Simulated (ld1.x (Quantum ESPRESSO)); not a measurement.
Building the TM potential for Cr (LDA (PZ), scalar-relativistic).

Cr, norm-conserving Troullier–Martins (Kleinman–Bylander form), made with ld1.x (Quantum ESPRESSO) 7.5 (LDA (PZ), scalar-relativistic). Core [Ar], reference 3d5.5 4s0.5 4p0. Waves: 4s (bound): rc 2.16 bohr; 4p (bound, empty): rc 2.94 bohr; 3d (bound): rc 1.00 bohr. Local part: the d channel. Core correction: Bessel-smoothed model core, default radius (core density twice the valence density).

Poles of the logarithmic derivatives, all-electron (AE) and pseudo (PS). s: poles at 0.8 (AE) and 0.6, 1.3 (PS) Ry. p: poles at 1.5 (AE) and 1.3, 4.4 (PS) Ry. d: poles at -0.0, 2.8 (AE) and -0.0, 2.8 (PS) Ry. Test radius 3.21 bohr.

* Cutoffs needed: 180 Ry and 200 Ry (the cutoffs (Ry, on a coarse ladder) from which the occupation-weighted sum of valence levels, in a spherical-Bessel basis at the reference potential, stays within 10 and 1 mRy of its value at 400 Ry)
* Ghost test: ghost states, extra bound levels that the all-electron valence spectrum of the same l lacks: s at -373.3 eV, p at -161.6 eV; a true bound ghost makes a file unfit for plane-wave use (spherical-Bessel basis up to 400 Ry, 20 bohr box)
* Configuration tests: 2 of 9 tests not solved or not reliable; not counted: 3d4 4s2 4p0 (solver errors, printed error -231 eV); 3d5.5 4s0.5 4p0 (spin-polarised) (all-electron atom not converged, printed error +1.6 eV)
